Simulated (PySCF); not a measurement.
(2S)-2-fluoro-1-methoxypropane (C4H9FO), SMILES C[C@H](F)COC. Atoms are numbered in the order given.

```xyz
15

C      2.4308    -0.5274    -0.3242
O      1.0522    -0.3038    -0.4767
C      0.3980    -0.0487     0.7416
C     -1.0755     0.2470     0.4968
C     -1.7643    -0.7660    -0.4013
F     -1.1955     1.5164    -0.0777
H      2.9543     0.3544     0.1212
H      2.8559    -0.7185    -1.3288
H      2.6462    -1.4114     0.3267
H      0.8518     0.8279     1.2687
H      0.4791    -0.9251     1.4371
H     -1.5740     0.2888     1.4940
H     -2.8174    -0.4703    -0.5713
H     -1.2379    -0.8184    -1.3729
H     -1.7501    -1.7735     0.0607
```

Coordinates come from a PBE-D3(BJ)/def2-SVP optimisation. Other conformers were not sampled.

The numbers are results of PySCF with PBE/pcSseg-1, not measurements.

GIAO shieldings, no solvent; atoms listed in one row are averaged. δ = σ(ref) − σ: ¹³C against TMS (σ = 182.0 ppm); ¹⁷O against H2O (σ = 334.3 ppm); ¹⁹F against CFCl3 (σ = 133.6 ppm); ¹H against TMS (σ = 31.49 ppm), references at their B3LYP-D3(BJ)/def2-TZVP geometries, non-relativistic.

Computed chemical shifts:
```json
[
 {"nucleus": "¹³C", "atoms": "C4", "count": "1", "δ (ppm)": "98.5"},
 {"nucleus": "¹³C", "atoms": "C3", "count": "1", "δ (ppm)": "85.4"},
 {"nucleus": "¹³C", "atoms": "C1", "count": "1", "δ (ppm)": "66.2"},
 {"nucleus": "¹³C", "atoms": "C5", "count": "1", "δ (ppm)": "21.8"},
 {"nucleus": "¹⁷O", "atoms": "O2", "count": "1", "δ (ppm)": "35.8"},
 {"nucleus": "¹⁹F", "atoms": "F6", "count": "1", "δ (ppm)": "-216.6"},
 {"nucleus": "¹H", "atoms": "H12", "count": "1", "δ (ppm)": "5.17"},
 {"nucleus": "¹H", "atoms": "H10", "count": "1", "δ (ppm)": "4.19"},
 {"nucleus": "¹H", "atoms": "H7, H8, H9", "count": "3", "δ (ppm)": "3.94"},
 {"nucleus": "¹H", "atoms": "H11", "count": "1", "δ (ppm)": "3.69"},
 {"nucleus": "¹H", "atoms": "H13, H14, H15", "count": "3", "δ (ppm)": "1.89"}
]
```
